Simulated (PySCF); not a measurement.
CoCl₂ at several levels of theory

All levels use the PBE0 minimum (quartet; Co–Cl 2.102 Å (×2); Cl–Co–Cl 180.0°), basis [Co def2-SVP, Cl def2-SVP], no relativity, density fitting, no spin–orbit coupling, PySCF. For vertical energies the ionised species is a quintet (spins chosen at PBE0 and kept) and the electron-attached one a triplet. Atomisation goes to high-spin ground-configuration atoms, without zero-point energy. Open shells are unrestricted, also as the reference of the correlated levels. A dash marks a value that was not computed or is not defined at that level.

```xyz
3
charge 0 multiplicity 4, angstrom
Co    0.0000    0.0000    0.0000
Cl    2.1023    0.0000    0.0000
Cl   -2.1023    0.0000    0.0000
```

```tsv
level	atomisation (kJ/mol)	vertical IP (eV)	vertical EA (eV)	−ε(HOMO) (eV)
PBE0	769	10.47	1.75	8.82
HF	541	11.70	-0.05	12.08
MP2	–	11.18	0.75	–
PBE	844	9.66	1.67	6.32
B3LYP	?	?	?	?
r2SCAN	–	9.97	1.76	6.96
TPSSh	?	?	?	?
B97-3	–	10.50	1.63	8.82
TPSS	–	9.80	1.66	6.66
```

Fill in the row of TPSSh.

atomisation (kJ/mol) 803, vertical IP (eV) 10.11, vertical EA (eV) 1.69, −ε(HOMO) (eV) 7.66.

Fill in the row of B3LYP.

atomisation (kJ/mol) 739, vertical IP (eV) 10.31, vertical EA (eV) 1.81, −ε(HOMO) (eV) 8.34.

Spin contamination in at least one species weakens the values at: HF, MP2.

Without diffuse functions attachment energies tend to come out too low.

With open d or f shells other occupations or spin states may lie lower.
